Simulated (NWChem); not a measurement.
Molecule: C₂H₄I, doublet; SMILES I[CH]C

All runs: NWChem. Spin-unrestricted. Geometry: optimised at PBE0/def2-SVP, spin-unrestricted. No stability test was run on the SCF state. def2 effective core potentials on I; no spin-orbit coupling.

**Question.** Estimate the computed values for TPSS/def2-SVP (core potentials). Quantities: highest occupied level (eV); lowest empty minus highest occupied level, either spin (eV); dipole (D); <S²>.

**Answer.** 
```json
{
  "highest occupied level (eV)": "-4.65",
  "lowest empty minus highest occupied level, either spin (eV)": "2.24",
  "dipole (D)": "1.24",
  "<S²>": "0.755"
}
```
